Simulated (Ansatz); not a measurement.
A nudged elastic band was laid between two geometries of C$_{2}$H$_{9}$NOSi (14 atoms, charge 0, multiplicity 1).

Theory: RKS B3LYP-D4/def2-SVP in Ansatz.

| Property | Result |
| --- | --- |
| movable images | 7 |
| climbing image | yes |
| spring | 5.0 eV/Å² |
| optimiser | quadratic models (default) |
| start path | through a guess of the saddle point |
| force threshold | 0.05 eV/Å |
| iteration limit | 60 |
| end points | relaxed |

First end point:

```xyz
14
Properties=species:S:1:pos:R:3
N -0.992 1.723 0.919
C -1.369 0.920 -0.218
O -0.286 0.179 -0.728
C 0.233 -0.792 0.165
Si 1.854 -1.450 -0.562
H -0.576 2.613 0.650
H -1.768 1.899 1.552
H -2.185 0.239 0.104
H -1.733 1.500 -1.087
H -0.493 -1.620 0.318
H 0.421 -0.346 1.160
H 2.850 -0.346 -0.677
H 2.401 -2.506 0.345
H 1.629 -2.042 -1.912
```

Last end point:

```xyz
14
Properties=species:S:1:pos:R:3
N -1.689 1.084 0.851
C -0.923 1.025 -0.371
O 0.462 0.997 -0.124
C 0.919 -0.153 0.584
Si 1.382 -1.570 -0.605
H -1.734 2.027 1.233
H -2.637 0.735 0.730
H -1.251 0.123 -0.926
H -1.056 1.896 -1.041
H 0.169 -0.470 1.332
H 1.817 0.147 1.150
H 2.508 -1.153 -1.489
H 1.797 -2.777 0.173
H 0.221 -1.939 -1.468
```

(1) Which bonds break or form, and what moves?

(2) What energy profile does the band end with?

(3) What is the geometry of the highest image?

The band took 22 iterations and about 17 core-minutes.

Answers

(1) No bond is made or broken. The dihedral C2–O3–C4–H10 goes from 69 to -36°.

(2) It converged. The highest image is number 5 of 0 to 8, 0.083 eV above the first end and 0.037 eV above the last; the last end lies 0.046 eV above the first. A vibrational analysis at the climbing image gives one clearly imaginary mode, 72i cm⁻¹: a first-order saddle point.

```
image  path coordinate (Å)  energy (eV)  dihedral C2–O3–C4–H10 (°)
    0                 0.00        0.000                         69
    1                 0.60        0.005                         59
    2                 1.20        0.021                         48
    3                 1.79        0.046                         36
    4                 2.39        0.070                         22
    5                 2.99        0.083                          5
    6                 3.59        0.074                        -11
    7                 4.19        0.054                        -25
    8                 4.79        0.046                        -36
```

(3) 
```xyz
14
Properties=species:S:1:pos:R:3
N -1.528 1.421 0.968
C -1.128 0.976 -0.343
O 0.247 0.691 -0.406
C 0.696 -0.360 0.449
Si 1.647 -1.605 -0.626
H -1.290 2.398 1.134
H -2.523 1.292 1.134
H -1.730 0.076 -0.588
H -1.284 1.713 -1.154
H -0.149 -0.851 0.964
H 1.334 0.048 1.255
H 2.793 -0.935 -1.306
H 2.171 -2.728 0.212
H 0.732 -2.166 -1.663
```

The run took 8.8 min on 2 threads of Arm Neoverse V1 (shared host), peak memory 0.28 GiB.
